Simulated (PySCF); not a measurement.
**Radial density of Co²⁺ (cobalt, charge +2)**

BHandHLYP, [Ar] 3d6 4s1, high-spin 6D determinant (an excited configuration). Calculation: PySCF 2.14, in aug-cc-pVQZ (9s8p6d4f3g2h, 140 functions); the non-relativistic Hamiltonian (point nucleus).

```csv
r (bohr),4πr²ρ (e/bohr),4πr²(ρα − ρβ)
0.000956,0.1459,0.0001
0.00161,0.3985,0.0003
0.00271,1.063,0.0007
0.00455,2.722,0.0017
0.00766,6.514,0.0041
0.0129,13.92,0.0085
0.0217,24.64,0.0140
0.0364,32.25,0.0144
0.0613,28.59,0.0077
0.103,26.64,0.0507
0.173,36.47,0.3356
0.292,22.95,1.4462
0.490,15.50,3.8216
0.825,15.92,3.8568
1.39,4.135,1.6201
2.33,0.7740,0.6450
3.93,0.08019,0.0784
6.60,0.0005444,0.0005
```
